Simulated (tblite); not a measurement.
Compound: C7H8OS (charge +1 and doublet state).
Z-matrix (Å and degrees, GFN2-xTB geometry), rows numbered from 1:
```
C 
C   1  1.5376
C   2  1.4863  1  109.76
C   3  1.3759  2  123.98  1   -87.19
C   4  1.4123  3  120.08  2   177.68
S   5  1.6892  4  121.69  3   179.57
C   5  1.4235  4  116.64  3    -0.55
C   7  1.3586  5  118.67  4     0.37
O   8  1.3226  7  123.06  5     0.09
H   1  1.0867  2  110.77  3   -60.52
H   1  1.0858  2  108.93  3  -179.77
H   1  1.0868  2  111.07  3    60.87
H   2  1.0897  1  109.33  3  -120.85
H   2  1.0906  1  109.02  3   119.41
H   4  1.0782  3  119.71  2    -2.47
H   7  1.0772  5  120.67  4  -179.78
H   8  1.0821  7  123.63  5   179.99
```

Computed values, GFN2-xTB/tblite, gas phase, harmonic and unscaled. Errors from tens to a few hundred cm⁻¹ against measured bands are possible. One conformer, not necessarily the lowest. Open shells enter through the occupations alone, without spin polarisation, and single modes of such species can be off by tens of per cent.

Harmonic wavenumbers (cm⁻¹): 31.8, 107.8, 148.9, 185.0, 231.5, 275.8, 360.3, 400.3, 403.5, 516.4, 580.2, 684.6, 696.7, 820.0, 821.0, 867.6, 870.9, 895.9, 962.8, 1007.7, 1046.4, 1054.1, 1074.2, 1098.1, 1186.7, 1196.4, 1211.2, 1242.7, 1276.9, 1339.3, 1379.5, 1399.9, 1433.7, 1455.7, 1472.9, 1479.1, 1545.7, 3007.4, 3013.0, 3054.8, 3057.4, 3065.2, 3075.9, 3116.1, 3126.3.

A = 2656, B = 885.4, C = 703.9 MHz; mass 140.030 u (most abundant isotopes); point group C1, symmetry number 1; spin multiplicity 2.

Problem. Zero-point energy?

Solution. ½Σν̃ = 28639 cm⁻¹ = 81.88 kcal/mol.

Problem. What is S at 350 K and 1 bar for an ideal gas of classical rigid rotors and harmonic oscillators?

Solution. Translation 41.54, rotation 30.13, vibration 28.42, spin (R ln 2) 1.38: S = 101.5 cal/(mol K).

Problem. And Cp and H(350 K) − H(0)?

Solution. Cp = 39.16 cal/(mol K), of which vibrations give 31.21 (their classical limit is 45 R = 89.4); H(350 K) − H(0) = 8.04 kcal/mol without the zero-point energy, 5.26 from vibrations.

Problem. How do the functions run with temperature in this model?

Solution. 
| T (K) | S (cal/(mol K)) | Cp (cal/(mol K)) | H − H(0) (kcal/mol) | G − H(0) (kcal/mol) | ln q(vib) |
| --- | --- | --- | --- | --- | --- |
| 50 | 60.4 | 11.7 | 0.48 | -2.54 | 0.58 |
| 100 | 70.0 | 16.3 | 1.19 | -5.81 | 1.51 |
| 298.15 | 95.6 | 34.2 | 6.14 | -22.36 | 5.62 |
| 373.15 | 104.0 | 41.3 | 8.98 | -29.85 | 7.24 |
| 500 | 117.7 | 51.7 | 14.90 | -43.92 | 10.02 |
| 750 | 141.5 | 65.8 | 29.75 | -76.40 | 15.45 |
| 1000 | 161.8 | 74.6 | 47.38 | -114.38 | 20.60 |

q(vib) and H(0) count from the zero-point level.

Problem. What must be added to the electronic energy to get the Gibbs energy at 350 K and 1 bar?

Solution. ZPE + [H(350 K) − H(0)] − T·S = 81.88 + 8.04 − 35.52 = 54.40 kcal/mol.

Problem. Blend soft modes into free rotors: weight 1/[1 + (100 cm⁻¹/ν̃)⁴] for the oscillator and the rest for a rotor with moment μB/(μ + B), μ = h/(8π²ν), B = 10⁻⁴⁴ kg m². What vibrational entropy results?

Solution. 26.20 cal/(mol K) in place of 28.42, which changes −T·S at 350 K by +0.78 kcal/mol.

Hindered rotation and anharmonicity are outside this model. Other conformers, if any are populated, would add a mixing term that is left out. The structure is chiral; the term R ln 2 for an equal mix with its mirror image is left out.

On one thread of an AMD EPYC 7B13, shared host with 128 logical CPUs at a one-minute load of 25, this took 0.81 s. This covers the Hessian and the dipole derivatives.
